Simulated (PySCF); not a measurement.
Species: C₂H₁₀Si₂.
Cartesian coordinates in Å at the PBE0-D3(BJ)/def2-SVP level; atoms count from 1:
```
atom  x, y, z in Å
C1    -2.043    0.160    0.114
C2    -1.332   -0.502    1.290
Si3    0.424    0.134    1.596
Si4    1.772   -0.193   -0.298
H5    -2.112    1.251    0.243
H6    -3.068   -0.223   -0.008
H7    -1.513   -0.021   -0.835
H8    -1.905   -0.360    2.223
H9    -1.267   -1.594    1.141
H10    1.040   -0.574    2.764
H11    0.398    1.600    1.910
H12    1.724   -1.628   -0.725
H13    1.297    0.647   -1.442
H14    3.197    0.168   -0.014
```

Theory: PySCF, PBE0-D3(BJ)/def2-SVP geometry optimisation, gas phase.

Masses are those of the commonest isotopes; rigid-rotor values at the optimised geometry. The values belong to one conformer with, in the numbering `[CH3:1][CH2:2][SiH2:3][SiH3:4]`, C1–C2–Si3–Si4 -59°.

Question: What are A, B and C (MHz)?

Answer: Ia = 81.84, Ib = 222.64, Ic = 275.39 u·Å²; 505379 MHz·u·Å²/I gives A = 6175, B = 2270, C = 1835 MHz.

Question: Classify the top.

Answer: An asymmetric top. Ray's parameter κ = (2B − A − C)/(A − C) = -0.800; −1 is the prolate and +1 the oblate limit.

Question: What does the inertial defect say?

Answer: Not planar: Δ = Ic − Ia − Ib = -29.09 u·Å². For a rigid frame Δ = −2 Σ m c², so Σ m c² = 14.55 u·Å² lies off the ab plane: 10.34 from hydrogen and 4.20 from heavier atoms. The atom farthest from that plane is 1.60 Å away.

Question: Which lines would a microwave search look for?

Answer: The dipole components are |μa| = 0.99 D, |μb| = 0.16 D, |μc| = 0.23 D. The squared components, which scale the intensities, stand as 1.00 : 0.03 : 0.06 (a : b : c). Some lines, for components of 0.1 D or more:

```tsv
type	branch	J(Ka,Kc)	MHz	lower level (cm⁻¹)
b	Q	2(1,1) ← 2(0,2)	4809	0.410
c	R	1(1,0) ← 0(0,0)	8445	0.000
a	R	2(1,1) ← 1(1,0)	8645	0.282
b	Q	3(2,1) ← 3(1,2)	11257	1.002
a	R	3(2,2) ← 2(2,1)	12315	0.961
b	Q	4(3,1) ← 4(2,2)	20236	1.935
c	R	2(2,0) ← 1(1,0)	20396	0.282
b	Q	3(3,0) ← 3(2,1)	20466	1.377
c	Q	4(4,1) ← 4(3,1)	28790	2.610
b	R	3(3,0) ← 2(2,1)	32952	0.961
c	R	4(4,1) ← 3(3,1)	45286	2.060
```

No PBE0-D3(BJ)/def2-SVP frequencies stand behind this structure, so it isn't proved a minimum. These are rigid-rotor constants of the computed structure; measured ground-state constants (B0) also hold zero-point vibration. A rigid rotor knows nothing of internal rotation, which can split or shift real lines.

Time: 73 s; peak memory 0.48 GiB. Hardware: one thread of an Arm Neoverse N1, no GPU, shared host with 64 logical CPUs at a one-minute load of 60. This is the geometry optimisation.
